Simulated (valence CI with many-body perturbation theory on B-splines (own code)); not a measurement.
Valence orbitals of Tb43+

Calculated by configuration interaction combined with many-body perturbation theory (CI+MBPT): four valence electrons over a frozen Dirac-Fock core [Ar], radial functions for each j: 9 s, 9 p, 10 d, 8 f, 5 g, 3 h, 1 i, with the one-electron correlation potential Σ1, the two-electron term Σ2, the three-electron term Σ3, Breit, model QED; selected CI, second order for the rest (own B-spline code, finite nucleus).

The last digits are not significant, and no measured levels were compared; by estimate large intervals hold to a few tenths of a per cent, small ones and those within an open d or f shell to about a per cent. Only levels of the ground parity were solved; by the run's estimate the other parity begins above the list, which can be wrong where configurations are misplaced.

These are the spectroscopic orbitals of the CI (the correlating ones are not listed), shaped by the core and the other valence electrons. h is the expectation value of the core's Dirac-Fock operator, without the valence repulsion; Σ1 is computed up to l = 3 at one energy for each symmetry, that of its lowest orbital but kept below the first core excitation, so for empty shells it is not the orbital's own correlation shift; Breit and QED include the response of the core.

| Orbital | h (hartree) | Σ1 (cm⁻¹) | Breit (cm⁻¹) | QED (cm⁻¹) | ⟨r⟩ (bohr) |
| --- | --- | --- | --- | --- | --- |
| 4s1/2 | -83.497 | -7940 | 9328 | 7050 | 0.4405 |
| 5s1/2 | -51.238 | -3047 | 4508 | 3474 | 0.7165 |
| 6s1/2 | -34.649 | -1529 | 2473 | 1940 | 1.062 |
| 4p1/2 | -80.954 | -10638 | 14872 | 33.1 | 0.4346 |
| 5p1/2 | -49.978 | -3868 | 7349 | 24.3 | 0.7154 |
| 6p1/2 | -33.937 | -1904 | 4087 | 15.7 | 1.066 |
| 4p3/2 | -78.408 | -9975 | 8963 | 718 | 0.4500 |
| 5p3/2 | -48.742 | -3766 | 4457 | 365 | 0.7343 |
| 6p3/2 | -33.244 | -1879 | 2670 | 207 | 1.089 |
| 3d3/2 | -140.11 | -21770 | 19157 | -1480 | 0.1961 |
| 4d3/2 | -74.828 | -10468 | 7121 | -422 | 0.4264 |
| 5d3/2 | -47.015 | -4026 | 3470 | -193 | 0.7207 |
| 3d5/2 | -138.54 | -20218 | 9983 | -585 | 0.1994 |
| 4d5/2 | -74.244 | -10040 | 3732 | -114 | 0.4305 |
| 5d5/2 | -46.725 | -3829 | 1797 | -42.5 | 0.7257 |
| 4f5/2 | -70.996 | -25907 | 962 | -282 | 0.3847 |
| 5f5/2 | -45.229 | -10248 | 423 | -133 | 0.6873 |
| 4f7/2 | -70.788 | -21470 | -115 | -157 | 0.3866 |
| 5f7/2 | -45.117 | -8483 | -14.1 | -68.9 | 0.6895 |
| 5g7/2 | -44.245 |  | 79.8 | -36.9 | 0.6181 |
| 5g9/2 | -44.193 |  | -38.2 | -5.6 | 0.6192 |

Among the shells of the start configuration 3d4, Σ1 is largest in size for 3d3/2, where it is 0.071 % of h.

Lowest root of each symmetry, sizes in configuration state functions:

| J | Parity | Roots | Reference | Variational | Second order | Change by selected CI (cm⁻¹) | Change by second order (cm⁻¹) |
| --- | --- | --- | --- | --- | --- | --- | --- |
| 0 | even | 5 | 19 | 7097 | 14321 | -12467 | 0 |
| 1 | even | 4 | 43 | 17008 | 30745 | -10411 | -2 |
| 2 | even | 8 | 61 | 25108 | 45721 | -11570 | -6 |
| 3 | even | 6 | 57 | 24270 | 57919 | -12222 | -18 |
| 4 | even | 7 | 48 | 24880 | 58013 | -12102 | -21 |
| 5 | even | 2 | 29 | 22365 | 10590 | -11145 | -9 |
| 6 | even | 2 | 15 | 18928 | 7464 | -11475 | -6 |
